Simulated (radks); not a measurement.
Problem. Pd42+, configuration [He] 2s2. Method: scalar-relativistic Kohn-Sham, BLYP, spin-polarised, spherical densities, finite nucleus; Fermi nuclear charge, rms radius 4.5318 fm; computed with a radial shooting solver on a logarithmic mesh with Libxc functionals. Some entries of the table are withheld. Estimate them.

orbital,occ.,eigenvalue (hartree),r(max) (bohr),<1/r> (bohr^-1)
1s,2,-1029.767,0.02062,48.40
2s,2,(1),0.1122,(2)
2p,0,-237.0526,0.08842,11.32
3s,0,-106.7301,0.2902,(3)

Solution. 
(1) 2s eigenvalue (hartree): -245.9576
(2) 2s <1/r> (bohr^-1): 11.74
(3) 3s <1/r> (bohr^-1): 4.962
